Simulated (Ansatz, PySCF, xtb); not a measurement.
NH3 (SMILES N) and H2Se (SMILES [SeH2]) are pulled apart as rigid monomers along the line of their centres of mass, from the B3LYP-D3(BJ)/def2-TZVP minimum. Starting geometry (charge 0, multiplicity 1):
```
atom    x (Å)    y (Å)    z (Å)
----  -------  -------  -------
N     -0.0681  -0.1982   0.0157
H     -0.9794  -0.3057  -0.4151
H      0.3835   0.6005  -0.4148
H      0.4788  -1.0217  -0.2082
Se    -0.3803   0.2092   3.6157
H      0.9475   0.8289   3.7369
H     -0.2298   0.0566   2.1443
```

Interaction energies with rigid monomers; basis-set methods are counterpoise corrected unless marked otherwise.

Frozen-core correlation. Filled d and f shells under p-block atoms count as core.

Codes used: Ansatz (a quantum-chemistry and plane-wave program) with Gaussian orbitals; PySCF for the dispersion terms; xtb for the GFN methods. Values without a source in brackets are computed.

```json
[
 {"N1···H7 (Å)": "1.93", "GFN2-xTB (meV)": "-307.0", "PBE-D4/def2-TZVPPD (meV)": "___", "r2SCAN-D4/def2-TZVPPD (meV)": "-145.5", "B3LYP/def2-TZVPPD (meV)": "-65.4", "MP2/aug-cc-pVDZ (meV)": "-69.7"},
 {"N1···H7 (Å)": "2.15", "GFN2-xTB (meV)": "-254.3", "PBE-D4/def2-TZVPPD (meV)": "-187.7", "r2SCAN-D4/def2-TZVPPD (meV)": "-157.0", "B3LYP/def2-TZVPPD (meV)": "___", "MP2/aug-cc-pVDZ (meV)": "-113.8"},
 {"N1···H7 (Å)": "2.47", "GFN2-xTB (meV)": "-172.9", "PBE-D4/def2-TZVPPD (meV)": "-157.8", "r2SCAN-D4/def2-TZVPPD (meV)": "-134.1", "B3LYP/def2-TZVPPD (meV)": "-96.4", "MP2/aug-cc-pVDZ (meV)": "-118.4"},
 {"N1···H7 (Å)": "3.01", "GFN2-xTB (meV)": "-90.2", "PBE-D4/def2-TZVPPD (meV)": "-96.6", "r2SCAN-D4/def2-TZVPPD (meV)": "-81.9", "B3LYP/def2-TZVPPD (meV)": "-61.1", "MP2/aug-cc-pVDZ (meV)": "-81.6"},
 {"N1···H7 (Å)": "3.87", "GFN2-xTB (meV)": "-39.5", "PBE-D4/def2-TZVPPD (meV)": "-40.3", "r2SCAN-D4/def2-TZVPPD (meV)": "-34.9", "B3LYP/def2-TZVPPD (meV)": "-25.7", "MP2/aug-cc-pVDZ (meV)": "-36.8"}
]
```

Task: Some entries are withheld; supply them.

Result: 
- 1.93, PBE-D4/def2-TZVPPD (meV): -180.2
- 2.15, B3LYP/def2-TZVPPD (meV): -99.2
